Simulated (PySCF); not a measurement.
1,1,1,2-tetrafluoroethane (C2H2F4), SMILES FCC(F)(F)F. Atoms are numbered in the order given.

```xyz
8

F      0.1603     1.9605     0.0000
C     -0.7378     0.9237     0.0000
C     -0.0027    -0.4120     0.0000
F      0.7773    -0.5513     1.0902
F      0.7773    -0.5513    -1.0902
F     -0.9145    -1.4139     0.0000
H     -1.3799     0.9672     0.9063
H     -1.3799     0.9672    -0.9063
```

Geometry optimised at PBE-D3(BJ)/def2-SVP.

All values below come from PBE/def2-TZVP run with PySCF.

Atomic charges (e):

| atom | Mulliken | Löwdin | meta-Löwdin |
|---|---|---|---|
| F1 | -0.18 | 0.13 | -0.28 |
| C2 | -0.03 | -0.32 | 0.03 |
| C3 | 0.36 | -0.72 | 0.73 |
| F4 | -0.13 | 0.21 | -0.25 |
| F5 | -0.13 | 0.21 | -0.25 |
| F6 | -0.14 | 0.20 | -0.26 |
| H7 | 0.12 | 0.14 | 0.14 |
| H8 | 0.12 | 0.14 | 0.14 |

### Question
Give the Mayer and Wiberg (Löwdin basis) orders of the bonds. (The exact figures need the calculation; the answer reports its results.)

### Answer

```csv
bond,Mayer,Wiberg
F1–C2,1.06,1.72
C2–C3,0.98,1.18
C3–F4,1.18,1.78
C3–F5,1.18,1.78
C3–F6,1.15,1.75
C2–H7,0.94,0.87
C2–H8,0.94,0.87
```
